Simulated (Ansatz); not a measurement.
Ansatz (a first-principles code) job for C3H7BO2, SMILES C1OB(OC1)C, PBE/def2-SVPD. Geometry optimised at PBE0-D3(BJ)/def2-SVP. Other conformers were not sampled.

Ansatz 0.2 input:
```yaml
crystal:
  periodic: [false, false, false]
  atoms:
    - {symbol: C, position_ang: [2.24973155, 0.14999022, 0.31909706]}
    - {symbol: B, position_ang: [0.70643240, 0.03873548, 0.11277682]}
    - {symbol: O, position_ang: [0.11642604, -0.86623417, -0.72906041]}
    - {symbol: C, position_ang: [-1.27836482, -0.62525823, -0.74522790]}
    - {symbol: C, position_ang: [-1.50667428, 0.45056235, 0.33640905]}
    - {symbol: O, position_ang: [-0.20720192, 0.84801758, 0.73340148]}
    - {symbol: H, position_ang: [2.50166270, 0.61006751, 1.28471132]}
    - {symbol: H, position_ang: [2.73682213, -0.83294277, 0.24375434]}
    - {symbol: H, position_ang: [2.68109068, 0.78479405, -0.47299779]}
    - {symbol: H, position_ang: [-1.82061423, -1.56078261, -0.53570074]}
    - {symbol: H, position_ang: [-1.57820045, -0.28019497, -1.74902057]}
    - {symbol: H, position_ang: [-2.06376009, 1.32202360, -0.04227307]}
    - {symbol: H, position_ang: [-2.05111038, 0.05732455, 1.21124456]}
basis:
  gaussian:
    orbitals: def2-SVPD
hamiltonian:
  xc: {name: PBE}
```

It prints:

```
WARN ansatz: RAYON_NUM_THREADS=2 ignored (pool sized by the plan → 2); use --threads N
Functional definition: PBE
integrals: 0.11 GiB planned
1484 factors; their error is unknown
mean field: 0.83 GiB planned
mean field evaluation 1: about -7969.9559 eV, gradient 7.7e1 eV
mean field evaluation 2: about -7945.7612 eV, gradient 1.3e2 eV
mean field evaluation 4: about -7982.9077 eV, gradient 8.5e0 eV
mean field evaluation 8: about -7983.0576 eV, gradient 1.5e-1 eV
mean field evaluation 16: about -7982.9787 eV, gradient 3.6e-4 eV
mean field -7982.97874618 eV, -293.3690578649 hartree, gradient 6.9e-5 eV, S^2 0.000000; 0 other end points of the search recorded, 0 dependent functions left out
reference -7982.97879606 eV, -293.3690596980 hartree; 23, 23 occupied and 159, 159 virtual orbitals, 1484 factors
Total energy: -7982.97879606 eV, -293.3690596980 hartree
```

The calculation finished and met its thresholds.
